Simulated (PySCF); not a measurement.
**Shifts of the heteroatoms**

Geometry:
```tsv
atom	x (Å)	y (Å)	z (Å)
F1	1.107	1.201	-1.168
C2	1.271	0.311	-0.196
F3	1.483	0.969	0.938
F4	2.352	-0.405	-0.468
C5	0.024	-0.616	-0.074
F6	0.244	-1.517	0.898
F7	-0.135	-1.289	-1.225
C8	-1.289	0.162	0.245
F9	-1.560	1.044	-0.710
F10	-2.310	-0.676	0.339
F11	-1.182	0.817	1.396
```

[PySCF 2.14.0 with density-fitted response routines: structure optimised with GFN2-xTB; shielding tensors at PBE0/pcSseg-1 (GIAO); one conformer; isolated molecule; relativity neglected; equivalent nuclei averaged]

Q: Predict the 19F NMR data.

A: 
```tsv
atoms	environment	σ (ppm)	δ (ppm)
F1/F3/F4/F9/F10/F11	fluorine of a CF3 group	266.2	-79.5
F6/F7	fluorine of a CF2 group	320.0	-128.2
```

Shieldings were converted by a linear fit to measured shifts: 19F: δ = 146.13 − 0.903σ +14.6 on sp3 carbon (rms 6.0 ppm, 223 shifts, 7.0 ppm with the 5 outliers that the fit left out vs CFCl3, solution or neat liquid). Occasional misses reach two or three times the rms, and more in compound classes unlike the fitted ones.

On a 400 MHz spectrometer 19F resonates near 376.4 MHz, so 1 ppm is 376.4 Hz.
